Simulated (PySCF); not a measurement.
Compound: C₆H₇O₂S (doublet state).
Structure used (GFN2-xTB), in Å, numbered top down from 1:
```xyz
16
C6H7O2S angstrom
C     -1.9280    0.2765    0.4965
C     -1.8900   -0.0341   -0.9723
O     -2.7411    0.2935   -1.7556
C     -0.6919   -0.8045   -1.4517
C      0.3198   -1.1814   -0.7207
O      0.7669   -1.2343    0.4823
C      1.6744   -0.4186    1.0355
C      2.1212    0.7485    0.2223
S      2.2030   -0.7755    2.5487
H     -2.8866    0.7214    0.7502
H     -1.1360    0.9813    0.7453
H     -1.7735   -0.6276    1.0814
H     -0.7320   -1.0507   -2.5028
H      2.9102    1.2815    0.7428
H      1.2898    1.4311    0.0348
H      2.4862    0.4020   -0.7479
```

The hyperfine couplings belong to this conformer and change with its torsions.

The species is `CC(=O)/C=[C]\OC(C)=S` [radical].

Computed, not measured: PySCF, UKS B3LYP, pcH-1 on C H O S, non-relativistic, mean-field spin-orbit, GIAO. Geometry: GFN2-xTB, one conformer, isolated molecule. The geometry wasn't refined by DFT: couplings that depend on bond lengths, twists or pyramidal angles can differ widely from those at the functional's own minimum. No stability test was run, so a lower SCF solution isn't excluded.

**Question.** Match the computed a_iso(13C) values +311.7, +67.7, +16.6, +5.9, -3.0, +2.0 MHz with the sites C1; C2; C4; C5; C7; C8.

**Answer.** 
| site | a_iso (MHz) | ρ(0) (bohr⁻³) | position | distance from C5 (Å) | spin population | largest \|T\| (MHz) |
| --- | --- | --- | --- | --- | --- | --- |
| C1 | +5.9 | +0.0053 | 3 bonds from C5 | 2.94 | 0.00 | 1.5 |
| C2 | +67.7 | +0.0603 | 2 bonds from C5 | 2.50 | +0.06 | 12.0 |
| C4 | +16.6 | +0.0148 | 1 bond from C5 | 1.30 | -0.11 | 18.0 |
| C5 | +311.7 | +0.2773 | largest spin population | 0.00 | +0.83 | 123.5 |
| C7 | -3.0 | -0.0027 | 2 bonds from C5 | 2.35 | -0.05 | 7.0 |
| C8 | +2.0 | +0.0018 | 3 bonds from C5 | 2.80 | 0.00 | 1.3 |

**Question.** Match the computed a_iso(17O) values -35.0, -1.1 MHz with the sites O3; O6.

**Answer.** 
```tsv
site	a_iso (MHz)	ρ(0) (bohr⁻³)	position	distance from C5 (Å)	spin population	largest |T| (MHz)
O3	-1.1	+0.0019	3 bonds from C5	3.55	+0.01	12.6
O6	-35.0	+0.0579	1 bond from C5	1.28	+0.04	31.8
```

**Question.** Match the computed a_iso(1H) values +75.4, -4.4, -0.3 MHz (means over equivalent nuclei) with the sites H10/H11/H12; H13; H14/H15/H16.

**Answer.** 
| site | a_iso (MHz) | ρ(0) (bohr⁻³) | position | distance from C5 (Å) | bound to | spin population there | largest \|T\| (MHz) |
| --- | --- | --- | --- | --- | --- | --- | --- |
| H10/H11/H12 | -0.3 | -0.0001 | 4 bonds from C5 | 3.27 | C1 | 0.00 | 3.2 |
| H13 | +75.4 | +0.0169 | 2 bonds from C5, on C4 of spin population -0.11 | 2.07 | C4 | -0.11 | 11.7 |
| H14/H15/H16 | -4.4 | -0.0010 | 4 bonds from C5 | 3.14 | C8 | 0.00 | 4.2 |

ρ(0) is the spin density at the nucleus and T the dipolar tensor; a_iso includes a spin–orbit part; entries for several nuclei are means. The Mulliken spin populations are largest on C5 (+0.83), S9 (+0.19) and C4 (-0.11).

Examples of negative spin density at the nucleus (bohr⁻³): C7 (-0.0027).

Nuclei that the bonding pattern makes equivalent are averaged, as if the motion that swaps them (rotation, inversion, ring flip) were fast. The three 1H nuclei of mean -4.4 MHz run from -8.0 to 1.0 MHz in the frozen geometry.
